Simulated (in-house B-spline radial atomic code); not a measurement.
**Ionising the selenium ion Se³⁺ with different functionals**

Computed with a radial B-spline atomic code at the basis-set limit: non-relativistic Hamiltonian, point nucleus, spin-polarised at highest spin, spherical fractional occupations for the functionals, and exact exchange of hybrids averaged over the configuration. The ionisation energy is the difference of two self-consistent energies, [Ar] 3d10 4s2 4p1 → [Ar] 3d10 4s2, without Breit or QED terms; ε is the level of the shell that loses the electron (its least bound occupied spin orbital). There is no spin-orbit coupling in this Hamiltonian.

| method | rung | ΔSCF (eV) | -ε(4p) (eV) |
| --- | --- | --- | --- |
| PBE0 | global hybrid | 42.47 | 38.43 |
| B3LYP | global hybrid | 42.64 | 38.20 |
| TPSSh | global hybrid | 42.39 | 37.58 |
| M06-2X | global hybrid | 42.27 | 40.13 |
| BHandHLYP | global hybrid | 42.50 | 39.78 |
| r2SCAN0 | global hybrid | 42.49 | 38.59 |
| B97-1 | global hybrid | 42.32 | 38.04 |
| HSE06 | range-separated hybrid | 42.52 | 38.01 |
| wB97X | range-separated hybrid | 42.44 | 40.86 |
| CAM-B3LYP | range-separated hybrid | 42.70 | 40.01 |
| LC-wPBE | range-separated hybrid | 42.68 | 41.58 |

Question: Among the functionals, which spreads more, the ΔSCF values or the orbital energies?

Answer: The orbital energies: ΔSCF values span about 0.43 eV and the orbital energies 4.00 eV; here energy differences depend much less on the functional than eigenvalues do.

Question: How do they compare with the NIST value?

Answer: NIST lists 42.947 eV ± 0.003 (measured, ground level to ground level). Errors run from -0.68 to -0.24 eV; CAM-B3LYP is closest (-0.24 eV), but part of that can be cancellation, since the calculations leave out relativity, Breit-QED terms, multiplet and fine-structure energies.
